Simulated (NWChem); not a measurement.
Species: GeS, singlet; SMILES [Ge]=[S]

```xyz
2

Ge     0.0000     0.0000    -0.6698
S      0.0000     0.0000     1.3482
```
Atoms are numbered in this order, from 1.

Low-valent species are run as closed-shell singlets; no triplet was tried in these runs. Coordinates come from a PBE0/def2-SVP optimisation.

Problem. List the 6 lowest vertical singlet excitations from B3LYP/6-31G* (spherical d), TDA (NWChem).

Solution. 
| state | energy (eV) | oscillator strength | leading excitation (squared amplitude) |
|---|---|---|---|
| S1 | 3.74 | 0.000 | HOMO−1 → LUMO+1 (0.50) |
| S2 | 4.02 | 0.000 | HOMO−1 → LUMO+1 (0.50) |
| S3 | 4.02 | 0.000 | HOMO−1 → LUMO (0.50) |
| S4 | 4.31 | 0.020 | HOMO−2 → LUMO (0.98) |
| S5 | 4.31 | 0.020 | HOMO−2 → LUMO+1 (0.98) |
| S6 | 6.37 | 0.100 | HOMO−2 → LUMO+2 (0.33) |
